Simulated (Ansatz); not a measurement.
Ideal-gas functions of `[CH3][Sn][Br]` at 500 K and 1 bar, from an Ansatz frequency run at PBE0-D4/def2-TZVP.

Molar mass 213.65 g/mol, point group Cs (symmetry number 1), electronic degeneracy 1, moments of inertia 67.363, 335.085, 399.313 u Å². Harmonic wavenumbers (cm⁻¹, unscaled): 79, 136, 235, 492, 567, 692, 1189, 1428, 1431, 3039, 3129, 3144.

Use S(trans) = R[1.5 ln M + 2.5 ln T − 1.1517]; rotational temperatures θ = 24.2544 K / I; S(rot) = R[ln(√π/σ · √(T³/θAθBθC)) + 1.5]; for each mode x = 1.438777 ν̃/T, S = R[x/(eˣ − 1) − ln(1 − e⁻ˣ)] and H = RT x/(eˣ − 1); 1 cm⁻¹ = 0.0119627 kJ/mol; R = 8.31446 J/(mol·K).

Question: By hand: the entropy, in J/(mol·K).

Answer: Translation 186.5. Rotation: θ = 0.3601, 0.0724, 0.0607 K, giving 121.5. Vibration, mode by mode: 20.65, 16.17, 11.72, 6.09, 5.11, 3.84, 1.24, 0.71, 0.70, 0.01, 0.01, 0.01, in all 66.3. Electronic 0.0. Sum 374.3 J/(mol·K).

Question: By hand: H − E and G − E in kJ/mol, counted from the electronic energy.

Answer: Zero-point energy ½ × 15561 × 0.0119627 = 93.1; thermal vibration 15.9; translation, rotation and pV give 4 RT = 16.6. H − E = 125.6 kJ/mol, and G − E = 125.6 − 500 × 374.3/1000 = -61.6 kJ/mol.

Vibration gives 18 % of the entropy, 36.8 J/(mol·K) of it from the modes under 150 cm⁻¹: soft modes count most, and the harmonic formula is weakest for them.
